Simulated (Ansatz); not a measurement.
Cost and result up the ladder for InH2(OMe) (CH5InO) (8 atoms). The state is a singlet with charge 0. Geometry: B3LYP-D4/def2-TZVP.

```
atom    x (Å)    y (Å)    z (Å)
 In1  -1.5950  -0.4935   0.4553
  H2  -1.4733  -1.7739  -0.6840
  H3  -2.7589   0.0764   1.5667
  O4   0.0559   0.6374   0.5035
  C5   1.1961   0.4249  -0.2954
  H6   2.0758   0.2601   0.3380
  H7   1.3930   1.3078  -0.9151
  H8   1.1064  -0.4393  -0.9691
```

Ansatz on 4 threads of Arm Neoverse V1 on a shared host. Times are rough, and most runs start from the orbitals of an earlier one. PBE0-D4/def2-TZVPD serves as the yardstick here, not as an exact answer. Differences are given only for rows in sets of like size (and for xTB, whose basis is part of the method), since another set adds its own error. Binding counts from free atoms at the same level (In doublet, H doublet, O triplet, C triplet; other spins of the atoms weren't run), without zero-point energy or a counterpoise term.

In the def2 sets In takes a core potential; there is no spin–orbit coupling. B3LYP takes the VWN-RPA correlation. Correlated methods freeze 6 core orbitals; core or outer-core shells of In are correlated, in sets that lack core-valence functions.

Correlated methods converge slowly with the basis.

```
                level  functions  wall time  binding energy per atom (eV)  difference from PBE0-D4/def2-TZVPD (eV)
LDA (SPW92)/def2-TZVP        142      0.6 s                          3.62                                     0.50
      PBE-D4/def2-SVP         79      0.6 s                          3.19                                        –
     PBE0-D4/def2-SVP         79      0.8 s                          3.12                                        –
  revPBE-D4/def2-TZVP        142     0.95 s                          3.11                                    -0.02
    BLYP-D4/def2-TZVP        142      1.1 s                          3.13                                     0.01
    PBE0-D4/def2-TZVP        142      1.2 s                          3.13                                     0.00
   B3LYP-D4/def2-TZVP        142      1.3 s                          3.14                                     0.01
    PBE-D4/def2-TZVPD        178      1.5 s                          3.19                                     0.06
   PBE0-D4/def2-TZVPD        178      1.7 s                          3.13                                     0.00
  r2SCAN-D4/def2-TZVP        142      1.9 s                          3.16                                     0.03
 r2SCANh-D4/def2-TZVP        142      2.2 s                          3.13                                     0.01
 r2SCAN-D4/def2-TZVPD        178      2.8 s                          3.16                                     0.03
     B97M-V/def2-TZVP        142      4.5 s                          3.17                                     0.04
   CCSD(T)/def2-TZVPP        182       42 s                          3.09                                    -0.03
```
